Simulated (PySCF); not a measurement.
Compound: C3H5F5GeS.
Bonds: C1–S2, S2–Ge3, Ge3–C4, C4–F5, C4–F6, C4–C7, C7–F8, C7–F9, C7–F10. Hydrogens: H11, H12, H13 on C1; H14, H15 on Ge3.

Method: PBE0-D3(BJ)/def2-SVP geometry optimisation, gas phase in PySCF.

Task: Give the optimised bond lengths and angles.

Result: 
```
                  bond  length (Å)   order
                 C1–S2       1.823  single
                S2–Ge3       2.204  single
                Ge3–C4       2.016  single
          C4–F5, C4–F6       1.354  single
                 C4–C7       1.532  single
  C7–F8, C7–F9, C7–F10       1.328  single
C1–H11, C1–H12, C1–H13       1.098  single
      Ge3–H14, Ge3–H15       1.534  single
```

Bonds in one row agree within 0.01 Å and their mean is given. Orders are formal, as drawn. A selection of angles:
```
      angle  degrees
  S2–C1–H11    106.1
  S2–C1–H12    111.4
 H11–C1–H12    108.8
  C1–S2–Ge3    100.1
  S2–Ge3–C4    111.0
 S2–Ge3–H14    108.0
 S2–Ge3–H15    111.4
 C4–Ge3–H14    109.3
 C4–Ge3–H15    103.7
H14–Ge3–H15    113.4
  Ge3–C4–F5    109.8
  Ge3–C4–C7    115.7
   F5–C4–F6    107.7
   F5–C4–C7    107.3
   C4–C7–F8    110.0
   C4–C7–F9    111.3
   F8–C7–F9    108.7
  F8–C7–F10    108.5
```

Torsions: C1–S2–Ge3–C4 68° (synclinal); S2–Ge3–C4–F5 -42° (synclinal); Ge3–C4–C7–F8 -57° (synclinal). The mirror-image conformer, all signs reversed, is as good.

The C–F distances run from 1.326 Å (C7–F9, drawn single) to 1.355 Å (C4–F5, drawn single), a spread of 0.029 Å. Ge3 (germanium bonded to C, S and 2 H) is distorted tetrahedral (angles from 103.7° to 113.4°). Of the pairs four or more bonds apart, F5···H13 is among the closest relative to their van der Waals radii: 2.51 Å, 94 % of the sum of Bondi's values.

Point group: C1 (no symmetry element, even within 0.4 Å). No frequency check. The numbers are those of one conformer.

Time: 3.5 min; peak memory 0.95 GiB. Hardware: one thread of an Arm Neoverse V2, no GPU, shared host with 192 logical CPUs at a one-minute load of 132. This is the geometry optimisation.
